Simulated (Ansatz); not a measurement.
Reactions of `O[SiH2][TeH]`.

Computed with Ansatz on PBE0-D4/def2-TZVP structures; ΔE is electronic, products minus reactants. CCSD(T)/CBS is the MP2 limit (def2-TZVPP, def2-QZVPP) plus CCSD(T) − MP2 in def2-TZVPP, frozen cores. This one scheme is used for every species. Functionals use def2-TZVPP. Elements past krypton have def2 core potentials. For Ge, Se, Te outer-core shells are correlated without core-valence functions, which leaves a few kJ/mol of doubt a bond. Scalar relativity is left out up to krypton. Each species was taken in one conformer, which may not be the lowest.

```csv
reaction,r2SCAN-D4 (eV),PBE-D4 (eV)
`O[SiH2][TeH]` + `[OH][AlH2]` → `O[SiH2][O][AlH2]` + H₂Te,-0.69,-0.52
`O[SiH2][TeH]` + `CCCC(=O)O` → `O=C(O)[TeH]` + `CCC[SiH2]O`,0.80,0.75
`O[SiH2][TeH]` + `[SiH3][SeH]` → `[SeH][SiH2][TeH]` + `O[SiH3]`,0.06,0.06
`O[SiH2][TeH]` + `OCF` → `OC(F)[TeH]` + `O[SiH3]`,1.11,1.10
`O[SiH2][TeH]` + `N=[CH][AlH][CH2][SiH3]` → `N=C[SiH2]O` + `[SiH3][CH2][AlH][TeH]`,-0.78,-0.73
`O[SiH2][TeH]` + `N=C[SiH2][SeH]` → `[SeH][SiH2][TeH]` + `N=C[SiH2]O`,-0.06,-0.06
`O[SiH2][TeH]` + `[OH][GeH2][SeH]` → `[SeH][SiH2][TeH]` + `[OH][GeH2][OH]`,0.62,0.57
`O[SiH2][TeH]` + `FCCl` → `FC(Cl)[TeH]` + `O[SiH3]`,1.26,1.24
`O[SiH2][TeH]` + `[OH][GeH3]` → `[OH][GeH2][TeH]` + `O[SiH3]`,-0.06,-0.05
`O[SiH2][TeH]` + `NC([SiH3])=S` → `NC(=S)[SiH2]O` + `[SiH3][TeH]`,-0.11,-0.10
```

**Question.** Give the CCSD(T)/CBS values in the same order. (Estimate.)

**Answer.** Ansatz gave: -0.71, 0.87, 0.02, 1.15, -0.79, -0.08, 0.56, 1.23, -0.07, -0.11 eV.

Largest T1 diagnostic: 0.018, for `NC([SiH3])=S`.
